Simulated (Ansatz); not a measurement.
Species: I, net charge -1, singlet state.

Basis-set convergence of Hartree-Fock and CCSD correlation energies (hartree) with Ansatz (an electronic-structure program). Correlated levels leave the core frozen unless marked. Spin-orbit coupling is left out. The frozen core is the preceding noble-gas configuration, with the filled d and f shells of earlier blocks. In def2 rows, elements after Kr have scalar-relativistic effective core potentials.

| basis | functions | E(HF) | E(corr, CCSD) |
|---|---|---|---|
| def2-SVPD | 35 | -296.73862 | -0.11923 |
| def2-TZVPPD | 59 | -296.74354 | -0.15926 |
| def2-QZVPPD | 91 | -296.74400 | -0.18035 |

Extrapolating the two largest sets (X = 3 and 4) as X^-3: E(corr) = (64·(-0.18035) - 27·(-0.15926))/37 = -0.1957 Eh, an estimate of the basis-set limit. The largest set recovers 92.1 % of it, the smallest 60.9 %.
